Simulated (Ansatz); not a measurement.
BrFH₂O₂Sn, SMILES `[OH][Sn]([OH])([F])[Br]` at its PBE0-D4/def2-TZVP geometry, where that method's forces vanish. Total charge 0; spin multiplicity 1. Sn takes the def2 core potential.

```xyz
7

O     0.8535    1.4042   -0.0928
Sn   -0.0512   -0.3027   -0.2232
O    -0.4247   -0.9214    1.5654
F    -1.6755    0.0489   -1.1565
Br    1.1263   -2.0270   -1.4581
H     0.6531    1.9917   -0.8277
H    -0.4815   -0.1936    2.1928
```

**Question.** What forces (eV/Å) does PBE-D4/def2-TZVPP give on these atoms in the Gaussian-basis code of Ansatz? (Estimate.)

**Answer.** Ansatz gave: 
```
O1   0.453  0.328  0.448
Sn2  0.201 -0.149 -0.135
O3  -0.093 -0.631  0.336
F4  -0.622  0.116 -0.356
Br5  0.199 -0.307 -0.199
H6  -0.114  0.262 -0.376
H7  -0.024  0.379  0.280
```
